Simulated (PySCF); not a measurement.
# Computed properties of chloro(methylsilyl)silane (CH7ClSi2), SMILES Cl[SiH2][SiH2]C

chloro(methylsilyl)silane (CH7ClSi2), SMILES C[SiH2][SiH2]Cl. The structure is a stationary point at B3LYP-D3(BJ)/def2-SVP. The values are those of a single conformer. All values are computed for the isolated molecule unless a solvent is named; none is compared with measurement here.

**Structure.** All 27 harmonic modes at B3LYP-D3(BJ)/def2-SVP (PySCF) are real, so it is a minimum. With heavy atoms numbered as in [SiH2:1]([Cl:2])[SiH2:3][CH3:4], the shortest bond between them is Si3–C4 at 1.888 Å and the longest Si1–Si3 at 2.347 Å.

**Vibrations.** The strongest infrared lines (harmonic, unscaled, degenerate partners summed) lie at 816 cm⁻¹ (327 km/mol, H 88 %, Si 9 %), 2224 cm⁻¹ (138 km/mol, H 96 %), 2213 cm⁻¹ (137 km/mol, H 97 %). The softest mode is at 57 cm⁻¹ and the zero-point energy is 45.5 kcal/mol.

**Electronic structure.** M06-2X/def2-TZVP (PySCF) places the frontier levels at -9.00 and 0.28 eV, a gap of 9.28 eV, and gives a dipole moment of 1.69 D and a mean polarisability of 79.3 bohr³. PBE/def2-TZVP (PySCF) at the same geometry gives -6.78 and -1.40 eV, so its gap is 3.90 eV narrower. An orbital gap is neither the optical nor the fundamental gap.

**Excitations.** TDDFT-CAM-B3LYP/def2-SVPD (PySCF) has S1 at 6.23 eV (199 nm, f = 0.018, weak); the most intense of the 10 singlets computed lies at 7.91 eV (f = 0.24). T1 (TDA) is at 5.61 eV. TDDFT-PBE/def2-SVPD (PySCF) puts S1 at 5.60 eV. No vertical singlet excitation falls in the visible range (under 3.1 eV).

**NMR.** GIAO shifts at HF/pcSseg-1 (PySCF) (non-relativistic, atoms alike by connectivity averaged): ¹³C at -8.5 ppm against TMS; ¹H from 0.8 to 5.0 ppm against TMS; ²⁹Si from -60.7 to -18.8 ppm against TMS. Without spin–orbit terms, shifts of atoms bonded to Cl or Br come out too high.

**Solvation.** SMD-ωB97X/6-31G* (PySCF) gives 1.6 kcal/mol in water, -3.0 kcal/mol in 2-propanol, -2.6 kcal/mol in ethylethanoate (1 M in both phases, gas-phase geometry).
